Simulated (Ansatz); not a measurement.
A structure relaxed at PBE-D4/def2-SVP in Ansatz, charge 0, singlet:

```xyz
11

Ca   -0.900   -1.159    0.637
Ca    1.076    0.950   -0.737
Ca    2.465   -1.639   -1.922
Ca   -2.346    1.412    1.839
Ca   -4.256   -1.162    3.100
Ca    4.329    0.949   -3.288
O     2.764    0.489   -2.054
O     0.836   -1.240   -0.665
O    -1.128    1.079   -0.040
O    -2.627   -0.697    1.941
O    -0.213    1.016    1.190
```

Task: Give its formula.

Result: the cluster Ca6O5 (the lowest singlet isomer of a short search).

Task: Summarise the bond lengths by kind (pairs closer than 1.2 times the sum of covalent radii, bridged metal pairs left out).

Result: 15 × Ca–O 2.05 to 2.35 Å; 1 × O–O 1.53 Å.

The structure holds one bond between oxygen atoms, so isomers without such links may lie far lower. The restricted singlet is unstable towards broken spin symmetry in Hartree–Fock (as tested in another run); at PBE-D4/def2-SVP this wasn't settled. The structure comes from a short search, and lower isomers may exist.
